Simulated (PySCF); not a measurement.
HS, charge -1, singlet, at a GFN2-xTB geometry (in this run its highest filled SCF level lies above zero, so its values depend strongly on the basis, on diffuse functions most of all); PySCF with MP2/STO-3G.

PySCF was given this input:
```python
from pyscf import gto, scf, mp

mol = gto.Mole()
mol.atom = '''
    S    -0.000000   -0.000000   -0.078636
    H     0.000000    0.000000    1.258176
'''
mol.basis = 'sto-3g'
mol.charge = -1
mol.spin = 0
mol.verbose = 4
mol.cart = True
mol.build()

mf = scf.RHF(mol)
mf.kernel()

pt = mp.MP2(mf)
pt.kernel()
print('E(MP2) = %.10f' % pt.e_tot)
mf.analyze()
```

Write the output that PySCF gives for this input, abridged.


```
PySCF version 2.14.0

[INPUT] verbose = 4
[INPUT] num. atoms = 2
[INPUT] num. electrons = 18
[INPUT] charge = -1
[INPUT] spin (= nelec alpha-beta = 2S) = 0
[INPUT] symmetry False subgroup None
[INPUT] Mole.unit = angstrom
[INPUT] Cartesian GTO integrals (6d 10f)
[INPUT] Symbol           X                Y                Z      unit          X                Y                Z       unit  Magmom
[INPUT]  1 S      0.000000000000   0.000000000000  -0.078636000000 AA    0.000000000000   0.000000000000  -0.148600503531 Bohr   0.0
[INPUT]  2 H      0.000000000000   0.000000000000   1.258176000000 AA    0.000000000000   0.000000000000   2.377608056501 Bohr   0.0

nuclear repulsion = 6.33360216299674
number of shells = 6
number of NR pGTOs = 30
number of NR cGTOs = 10
basis = sto-3g
ecp = {}

******** <class 'pyscf.scf.hf.RHF'> ********
method = RHF
initial guess = minao
damping factor = 0
level_shift factor = 0
DIIS = <class 'pyscf.scf.diis.CDIIS'>
diis_start_cycle = 1
diis_space = 8
diis_damp = 0
SCF conv_tol = 1e-09
SCF conv_tol_grad = None
SCF max_cycles = 50
direct_scf = True
direct_scf_tol = 1e-13
Set gradient conv threshold to 3.16228e-05
Initial guess from minao.
init E= -393.182243503354
  HOMO = -0.225225113101121  LUMO = 0.374639698818772  gap/eV = 16.32315
cycle= 1 E= -393.45345620237  delta_E= -0.271  |g|= 0.317  |ddm|= 1.66
  HOMO = 0.243684730162696  LUMO = 0.921309465772117  gap/eV = 18.43911
cycle= 2 E= -393.505398726048  delta_E= -0.0519  |g|= 0.0264  |ddm|= 0.65
  HOMO = 0.190262264073577  LUMO = 0.943718388399148  gap/eV = 20.50259
cycle= 3 E= -393.505733678682  delta_E= -0.000335  |g|= 0.0017  |ddm|= 0.0493
  HOMO = 0.190049479657382  LUMO = 0.942710664925376  gap/eV = 20.48095
cycle= 4 E= -393.505734911165  delta_E= -1.23e-06  |g|= 0.00017  |ddm|= 0.00308
  HOMO = 0.190052869815759  LUMO = 0.942767608349614  gap/eV = 20.48241
cycle= 5 E= -393.505734924815  delta_E= -1.36e-08  |g|= 2.87e-06  |ddm|= 0.000442
  HOMO = 0.190054559592848  LUMO = 0.942757128864483  gap/eV = 20.48208
cycle= 6 E= -393.505734924818  delta_E= -3.18e-12  |g|= 4.86e-08  |ddm|= 5.18e-06
  HOMO = 0.190054545793842  LUMO = 0.942757239938465  gap/eV = 20.48208
Extra cycle  E= -393.505734924818  delta_E=    0  |g|= 5.72e-09  |ddm|= 9.75e-08
converged SCF energy = -393.505734924818

******** <class 'pyscf.mp.mp2.RMP2'> ********
nocc = 9, nmo = 10
E(RMP2) = -393.519630849521  E_corr = -0.0138959247037953
E(SCS-RMP2) = -393.522410034462  E_corr = -0.0166751096445544
E_corr(same-spin) = 0
E_corr(oppo-spin) = -0.0138959247037953
E(MP2) = -393.5196308495
**** SCF Summaries ****
Total Energy =                        -393.505734924817716
Nuclear Repulsion Energy =               6.333602162996742
One-electron Energy =                 -569.823072099583214
Two-electron Energy =                  169.983735011768744
Two-electron Coulomb Energy =          196.106127395825581
DFT Exchange-Correlation Energy =      -26.122392384056837
HOMO-LUMO gap [eV] =                    20.482083568663331
**** MO energy ****
MO #1   energy= -90.0345382803641  occ= 2
MO #2   energy= -7.99393058866777  occ= 2
MO #3   energy= -5.6260582463927   occ= 2
MO #4   energy= -5.62240786426432  occ= 2
MO #5   energy= -5.62240786426432  occ= 2
MO #6   energy= -0.399305745867992 occ= 2
MO #7   energy= -0.00926158190640913 occ= 2
MO #8   energy= 0.190054545793842  occ= 2
MO #9   energy= 0.190054545793842  occ= 2
MO #10  energy= 0.942757239938465  occ= 0
 ** Mulliken pop on meta-lowdin orthogonal AOs  **
 ** Mulliken pop  **
pop of  0  S 1s           2.00000
pop of  0  S 2s           1.99983
pop of  0  S 3s           1.87719
pop of  0  S 2px          2.00000
pop of  0  S 2py          2.00000
pop of  0  S 2pz          1.99892
pop of  0  S 3px          2.00000
pop of  0  S 3py          2.00000
pop of  0  S 3pz          0.89642
pop of  1  H 1s           1.22763
 ** Mulliken atomic charges  **
charge of    0S =     -0.77237
charge of    1H =     -0.22763

WARN: System has nonzero charge -1; the dipole moment is origin-dependent.
Location of origin: [0. 0. 0.]

Dipole moment(X, Y, Z, Debye): -0.00000,  0.00000, -0.02898
```
